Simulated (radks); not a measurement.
Charge is removed step by step from the 2s down level of the carbon ion C+, starting from [He] 2s(up 1, down 1) 2p1. All-electron calculation, scalar-relativistic Kohn-Sham, r2SCAN, spin-polarised, spherical densities, finite nucleus; open shells are filled with parallel spins first; meta-GGA in the generalised Kohn-Sham scheme; Fermi nuclear charge, rms radius 2.4702 fm. Program: a radial shooting solver on a logarithmic mesh with Libxc functionals.

removed (e)  E - E(0) (eV)  eigenvalue (eV)
0                    0.000          -24.941
0.25                 6.584          -27.728
0.5                 13.853          -30.387
0.75                21.752          -32.737

The mean slope of the eigenvalue, de/dn, is 10.4 eV per electron.
